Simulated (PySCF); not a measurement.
formaldehyde (CH2O), singlet, at a GFN2-xTB geometry; CCSD(T)/aug-cc-pVDZ (PySCF).

Input for PySCF:
```python
from pyscf import gto, scf, cc

mol = gto.Mole()
mol.atom = '''
    O    -0.03219574    0.01611315    0.66978750
    C     0.02502329   -0.01252352   -0.52057460
    H     0.02949294    0.89965871   -1.14088032
    H     0.07793327   -0.95342279   -1.09397208
'''
mol.basis = 'aug-cc-pvdz'
mol.verbose = 4
mol.build()

mf = scf.RHF(mol)
mf.kernel()

mycc = cc.CCSD(mf)
mycc.kernel()
et = mycc.ccsd_t()
print('E(CCSD(T)) = %.10f' % (mycc.e_tot + et))
```

Output, abridged:

```
PySCF version 2.14.0

[INPUT] verbose = 4
[INPUT] num. atoms = 4
[INPUT] num. electrons = 16
[INPUT] charge = 0
[INPUT] spin (= nelec alpha-beta = 2S) = 0
[INPUT] symmetry False subgroup None
[INPUT] Mole.unit = angstrom
[INPUT] Symbol           X                Y                Z      unit          X                Y                Z       unit  Magmom
[INPUT]  1 O     -0.032195740000   0.016113150000   0.669787500000 AA   -0.060841130978   0.030449440504   1.265714936657 Bohr   0.0
[INPUT]  2 C      0.025023290000  -0.012523520000  -0.520574600000 AA    0.047287164836  -0.023666022916  -0.983743421405 Bohr   0.0
[INPUT]  3 H      0.029492940000   0.899658710000  -1.140880320000 AA    0.055733579208   1.700108567480  -2.155951345706 Bohr   0.0
[INPUT]  4 H      0.077933270000  -0.953422790000  -1.093972080000 AA    0.147272536292  -1.801707954019  -2.067307619121 Bohr   0.0

nuclear repulsion = 31.5500779042297
number of shells = 26
number of NR pGTOs = 92
number of NR cGTOs = 64
basis = aug-cc-pvdz
ecp = {}

******** <class 'pyscf.scf.hf.RHF'> ********
method = RHF
initial guess = minao
damping factor = 0
level_shift factor = 0
DIIS = <class 'pyscf.scf.diis.CDIIS'>
diis_start_cycle = 1
diis_space = 8
diis_damp = 0
SCF conv_tol = 1e-09
SCF conv_tol_grad = None
SCF max_cycles = 50
direct_scf = True
direct_scf_tol = 1e-13
Set gradient conv threshold to 3.16228e-05
Initial guess from minao.
init E= -114.020088781487
  HOMO = -0.311457807758662  LUMO = -0.0165142922721913  gap/eV = 8.02582
cycle= 1 E= -113.787789056821  delta_E= 0.232  |g|= 0.642  |ddm|= 2.12
  HOMO = -0.364701661477833  LUMO = 0.0210367011608925  gap/eV = 10.49648
cycle= 2 E= -113.832409415782  delta_E= -0.0446  |g|= 0.538  |ddm|= 0.714
  HOMO = -0.442063663178607  LUMO = 0.0311647828021622  gap/eV = 12.87720
cycle= 3 E= -113.884635354596  delta_E= -0.0522  |g|= 0.0441  |ddm|= 0.325
  HOMO = -0.432275591657636  LUMO = 0.0326330815068143  gap/eV = 12.65081
cycle= 4 E= -113.885515308037  delta_E= -0.00088  |g|= 0.0186  |ddm|= 0.0601
  HOMO = -0.438406781000646  LUMO = 0.032849058779429  gap/eV = 12.82352
cycle= 5 E= -113.885704245749  delta_E= -0.000189  |g|= 0.00752  |ddm|= 0.0264
  HOMO = -0.439627632351886  LUMO = 0.0329314201968813  gap/eV = 12.85899
cycle= 6 E= -113.885753525596  delta_E= -4.93e-05  |g|= 0.00219  |ddm|= 0.0178
  HOMO = -0.440185641041656  LUMO = 0.0330006644229268  gap/eV = 12.87606
cycle= 7 E= -113.885756081557  delta_E= -2.56e-06  |g|= 0.0003  |ddm|= 0.00422
  HOMO = -0.440199633922965  LUMO = 0.0330145938368327  gap/eV = 12.87682
cycle= 8 E= -113.885756127686  delta_E= -4.61e-08  |g|= 4.05e-05  |ddm|= 0.000583
  HOMO = -0.440197016905445  LUMO = 0.0330150011131893  gap/eV = 12.87675
cycle= 9 E= -113.885756128882  delta_E= -1.2e-09  |g|= 7.61e-06  |ddm|= 0.000132
  HOMO = -0.440196351085418  LUMO = 0.0330151950886304  gap/eV = 12.87674
cycle= 10 E= -113.88575612892  delta_E= -3.78e-11  |g|= 1.18e-06  |ddm|= 2.39e-05
  HOMO = -0.44019636585065  LUMO = 0.0330152188681687  gap/eV = 12.87674
Extra cycle  E= -113.885756128921  delta_E= -8.81e-13  |g|= 4.9e-07  |ddm|= 1.53e-06
converged SCF energy = -113.885756128921

******** <class 'pyscf.cc.ccsd.CCSD'> ********
CC2 = 0
CCSD nocc = 8, nmo = 64
max_cycle = 50
direct = 0
conv_tol = 1e-07
conv_tol_normt = 1e-05
diis_space = 6
diis_start_cycle = 0
diis_start_energy_diff = 1e+09
Init t2, MP2 energy = -114.222516504679  E_corr(MP2) -0.336760375758281
Init E_corr(CCSD) = -0.336760375758361
cycle = 1  E_corr(CCSD) = -0.33793879432257  dE = -0.00117841856  norm(t1,t2) = 0.0547394
cycle = 2  E_corr(CCSD) = -0.348992451657633  dE = -0.0110536573  norm(t1,t2) = 0.0189651
cycle = 3  E_corr(CCSD) = -0.349159251639652  dE = -0.000166799982  norm(t1,t2) = 0.0102914
cycle = 4  E_corr(CCSD) = -0.350937489181161  dE = -0.00177823754  norm(t1,t2) = 0.00442163
cycle = 5  E_corr(CCSD) = -0.351001543088553  dE = -6.40539074e-05  norm(t1,t2) = 0.000949916
cycle = 6  E_corr(CCSD) = -0.350921453234636  dE = 8.00898539e-05  norm(t1,t2) = 0.000401699
cycle = 7  E_corr(CCSD) = -0.350902533019993  dE = 1.89202146e-05  norm(t1,t2) = 0.000109325
cycle = 8  E_corr(CCSD) = -0.350910782302374  dE = -8.24928238e-06  norm(t1,t2) = 4.56571e-05
cycle = 9  E_corr(CCSD) = -0.35091099663667  dE = -2.14334296e-07  norm(t1,t2) = 1.90135e-05
cycle = 10  E_corr(CCSD) = -0.350910425117403  dE = 5.71519267e-07  norm(t1,t2) = 4.74293e-06
cycle = 11  E_corr(CCSD) = -0.35091041242179  dE = 1.26956128e-08  norm(t1,t2) = 1.81224e-06
CCSD converged
E(CCSD) = -114.2366665413428  E_corr = -0.3509104124217904
CCSD(T) correction = -0.0118277153256718
E(CCSD(T)) = -114.2484942567
```
